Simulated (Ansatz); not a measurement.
`[PH2][GaH2]` + `SC=[Se]` → `PSC=[Se]` + `[GaH3]` at 700 K and 1 bar (cleavage of the P–Ga bond).

Gas-phase electronic energies from Ansatz, PBE0-D4/def2-TZVP geometries. CCSD(T)/CBS is the MP2 limit (def2-TZVPP, def2-QZVPP) plus CCSD(T) − MP2 in def2-TZVPP, frozen cores. For Ga, Se outer-core shells are correlated without core-valence functions, which leaves a few kJ/mol of doubt a bond. Scalar relativity is left out up to krypton. One conformer a species, not always the lowest.

```
      species  CCSD(T)/CBS energy (Eh)  H − E (kJ/mol)  S (J/(mol·K))
`[PH2][GaH2]`              -2267.26620           129.7          362.4
    `SC=[Se]`              -2837.70434           108.3          345.7
   `PSC=[Se]`              -3179.24657           153.7          428.0
     `[GaH3]`              -1925.70545            80.8          262.3
```

H − E and S are ideal-gas, rigid-rotor, harmonic terms from PBE0-D4/def2-TZVP, for one conformer and one mirror image of each species. 1 Eh = 2625.50 kJ/mol, R = 8.31446 J/(mol·K).

Problem. By hand: ΔE, ΔH, ΔS and ΔG.

Solution. ΔE = (-3179.24657) + (-1925.70545) − (-2267.26620) − (-2837.70434) = 0.01852 Eh = 48.6 kJ/mol. Δ(H − E) = 153.7 + 80.8 − 129.7 − 108.3 = -3.5, so ΔH = 45.1 kJ/mol. ΔS = 428.0 + 262.3 − 362.4 − 345.7 = -17.8 J/(mol·K). ΔG = 45.1 − 700 × (-17.8)/1000 = 57.6 kJ/mol.

Problem. By hand: the equilibrium constant, and the temperature at which ΔG would vanish if ΔH and ΔS stayed fixed.

Solution. log₁₀ K = −ΔG/(RT ln 10) = -4.3. ΔH and −TΔS have one sign here, so there is no such temperature.

ΔH outweighs TΔS. A doubt of 5 kJ/mol in ΔE shifts log₁₀ K by 0.4 here. Other conformers and mirror images would add mixing entropy, several J/(mol·K) or more a flexible species. These are equilibria of isolated gas molecules and say nothing of rates. Largest T1 diagnostic: 0.017 (customary marks: 0.02 for closed shells, 0.045 for open ones).
